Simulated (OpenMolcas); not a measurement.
# Multiconfigurational calculation on Pr IV

Input:

```
&GATEWAY
Coord
1

Pr 0.0 0.0 0.0
Basis=ANO-RCC-VDZP
Group=XYZ
NoMove
AngMom=0.0 0.0 0.0
AMFI
&SEWARD
&RASSCF
FileOrb=start.orb
Symmetry=1
Spin=3
nActEl=2 0 0
Inactive=15 12
Ras2=0 7
CIRoot=21 21 1
SDav=21
CIMx=300
Iter=120 100
PrWF=0.3
OrbListing=Nothing
MaxOrb=0
Atom
>>> COPY $Project.JobIph JOB001
&RASSCF
FileOrb=start.orb
Symmetry=1
Spin=1
nActEl=2 0 0
Inactive=15 12
Ras2=0 7
CIRoot=27 27 1
SDav=28
CIMx=300
Iter=120 100
PrWF=0.3
OrbListing=Nothing
MaxOrb=0
Atom
>>> COPY $Project.JobIph JOB002
&RASSI
NrOfJobIphs=2 21 27
1 2 3 4 5 6 7 8 9 10 11 12 13 14 15 16 17 18 19 20 21
1 2 3 4 5 6 7 8 9 10 11 12 13 14 15 16 17 18 19 20 21 22 23 24 25 26 27
IphNames
JOB001
JOB002
EJob
SpinOrbit
DIPRint=1.0
SOCoupling=1000.0
Subsets=2
MEES
Property=10
'ANGMOM' 1 'ANGMOM' 2 'ANGMOM' 3 'MLTPL  1' 1 'MLTPL  1' 2 'MLTPL  1' 3
'AMFI' 1 'AMFI' 2 'AMFI' 3 'MLTPL  2' 6
SOProperty=3
'ANGMOM' 1 'ANGMOM' 2 'ANGMOM' 3
```

Launched by
```bash
OMP_NUM_THREADS=1 MOLCAS_MEM=2252 MOLCAS_PROJECT=a pymolcas a.inp > a.log  # once for each step of the input, in one work folder
```

A driver script runs the steps one by one and writes start.orb anew before each from the orbitals found so far.

Output, cut to the results:

```
--- SEWARD ---
Basis set label: PR.ANO-RCC...7S6P4D2F1G.

      Electronic valence basis set:
      ------------------
      Associated Effective Charge  59.000000 au
      Associated Actual Charge     59.000000 au
      Nuclear Model: Point charge

      Shell  nPrim  nBasis  Cartesian Spherical Contaminant
         s      25       7        X
         p      22       6        X
         d      15       4                 X
         f      11       2                 X
         g       4       1                 X
                  Relativistic Douglas-Kroll-Hess integrals:
                    - DKH order of Hamiltonian: 2
                    - DKH order of Properties : 0
                  Atomic mean-field integrals
--- RASSCF ---
Wave function specifications:
      -----------------------------

      Number of closed shell electrons          54
      Number of electrons in active shells       2
      Max number of holes in RAS1 space          0
      Max nr of electrons in RAS3 space          0
      Number of inactive orbitals               27
      Number of active orbitals                  7
      Number of secondary orbitals              34
      Spin quantum number                      1.0
      State symmetry                             1
Orbital specifications:
      -----------------------

      Symmetry species                           1   2
                                                ag  au
      Frozen orbitals                            0   0
      Inactive orbitals                         15  12
      Active orbitals                            0   7
      RAS1 orbitals                              0   0
      RAS2 orbitals                              0   7
      RAS3 orbitals                              0   0
      Secondary orbitals                        21  13
      Deleted orbitals                           0   0
      Number of basis functions                 36  32
      Number of CSFs                            21
      Number of root(s) required                21
      Iter CI   SX   CI       RASSCF       Energy    max ROT     max BLB   max BLB  Level Ln srch  Step   QN
          iter iter root      energy       change     param      element    value   shift minimum  type update
 Nr of preliminary CI iterations:   1
      Total energies have been shifted. Add                -9000.00 au
        1   1    2    0  -228.45758007    0.00E+00   9.18E-08   15  16 1 -3.20E-07   0.00   0.00    SX    NO
        2   1    2    0  -228.45758007   -2.36E-11   6.61E-08   15  17 1  1.00E-07   0.00   0.00    SX    NO
        3   1    2    0  -228.45758007    7.28E-12   4.78E-08   11  26 1 -3.92E-08   0.00   0.00    SX    NO
        4   1    1    0  -228.45758007   -3.64E-12   0.00E+00   11  26 1  2.49E-08   0.00   0.00    SX    NO
      Convergence after  4 iterations
        5   1    1    0  -228.45758007   -1.82E-12   0.00E+00   11  26 1  2.49E-08   0.00   0.00    SX    NO
      Natural orbitals and occupation numbers for root  1
      sym 2:   0.588404   0.588404   0.019955   0.391641   0.000000   0.391641   0.019955
      Natural orbitals and occupation numbers for root  2
      sym 2:   0.336042   0.336042   0.043313   0.620645   0.043313   0.620645  -0.000000
      Natural orbitals and occupation numbers for root  3
      sym 2:  -0.000000   0.627341   0.322356   0.322356   0.627341   0.050303   0.050303
::    RASSCF root number  1 Total energy:  -9228.48484357
::    RASSCF root number  2 Total energy:  -9228.48484357
::    RASSCF root number  3 Total energy:  -9228.48484357
::    RASSCF root number  4 Total energy:  -9228.48484357
::    RASSCF root number  5 Total energy:  -9228.48484357
::    RASSCF root number  6 Total energy:  -9228.48484357
::    RASSCF root number  7 Total energy:  -9228.48484357
::    RASSCF root number  8 Total energy:  -9228.48484357
::    RASSCF root number  9 Total energy:  -9228.48484357
::    RASSCF root number 10 Total energy:  -9228.48484357
::    RASSCF root number 11 Total energy:  -9228.48484357
::    RASSCF root number 12 Total energy:  -9228.45758007
::    RASSCF root number 13 Total energy:  -9228.45758007
::    RASSCF root number 14 Total energy:  -9228.45758007
::    RASSCF root number 15 Total energy:  -9228.45758007
::    RASSCF root number 16 Total energy:  -9228.45758007
::    RASSCF root number 17 Total energy:  -9228.45758007
::    RASSCF root number 18 Total energy:  -9228.45758007
::    RASSCF root number 19 Total energy:  -9228.35761390
...
--- RASSI ---
SPIN-FREE ENERGIES:
  (Shifted by EMIN (a.u.) =      -9228.4848435704)

 SF State       Relative EMIN(au)   Rel lowest level(eV)    D:o, cm**(-1)      L_eff

     1             0.0000000000        0.0000000000              0.0000         5.0
     2             0.0000000000        0.0000000000              0.0000         5.0
     3             0.0000000000        0.0000000000              0.0000         5.0
     4             0.0000000000        0.0000000000              0.0000         5.0
     5             0.0000000000        0.0000000000              0.0000         5.0
     6             0.0000000000        0.0000000000              0.0000         5.0
     7             0.0000000000        0.0000000000              0.0000         5.0
     8             0.0000000000        0.0000000000              0.0000         5.0
     9             0.0000000000        0.0000000000              0.0000         5.0
    10             0.0000000000        0.0000000000              0.0000         5.0
    11             0.0000000000        0.0000000000              0.0000         5.0
    12             0.0272635014        0.7418776664           5983.6469         3.0
    13             0.0272635014        0.7418776664           5983.6469         3.0
    14             0.0272635014        0.7418776664           5983.6469         3.0
    15             0.0272635014        0.7418776664           5983.6469         3.0
    16             0.0272635014        0.7418776664           5983.6469         3.0
    17             0.0272635014        0.7418776664           5983.6469         3.0
    18             0.0272635014        0.7418776664           5983.6469         3.0
    22             0.0313368006        0.8527177840           6877.6328         4.0
    23             0.0313368006        0.8527177840           6877.6328         4.0
    24             0.0313368006        0.8527177840           6877.6328         4.0
...
```

Levels above the lowest, from the spin-orbit matrix, grouped by J:

```tsv
Configuration	Term	J	E (cm-1)	Measured (cm-1)	g	Term weight %	Second
4f2	3H	4	0.0	0.0	0.805	97	2 1G
4f2	3H	5	2275	2152	1.033	100	
4f2	3H	6	4682	4389	1.167	100	
4f2	3F	2	6799	4997	0.671	99	
4f2	3F	3	8259	6415	1.084	100	
4f2	1G	4	8311		1.117	50	48 3F
4f2	3F	4	11376		1.128	52	47 1G
4f2	1D	2	23509	17334	1.020	94	5 3P
4f2	1I	6	28125	22212	1.000	100	
4f2	3P	0	29791	21390		100	
4f2	3P	1	30199	22007	1.501	100	
4f2	3P	2	31404	23161	1.476	95	5 1D
```

Against the 9 measured excited levels shown (Martin, Zalubas and Hagan, Atomic Energy Levels: The Rare-Earth Elements, NSRDS-NBS 60 (1978)) the mean absolute deviation is 4600 cm-1; the largest miss in energy is 4f2 3P0: computed 29791, measured 21390 cm-1 (+39.3 %).

Without dynamic correlation excited terms often stand tens of per cent too high (terms of higher spin than the ground term too low), and those without a measured partner can miss by more than the paired ones. Some levels mix across a computed gap that differs much from the measured one, so their mixing is not that of the real levels. The basis is small and was not contracted for so high a charge. Measured partners are found by configuration, term and J. A level has none where our copy of the source lacks it or the pairing is in doubt (some pairs that miss far off the trend of their configuration count as doubtful), and it then counts in no deviation. Only configurations of the active space appear. The first state left out of the spin-orbit step lies near 62000 cm-1 above the lowest spin-free state of the reference (among the parities and spins computed), and the list stops at four fifths of that energy or lower.

The term weight is that of the spin-free term in the level, not the purity of its configuration.
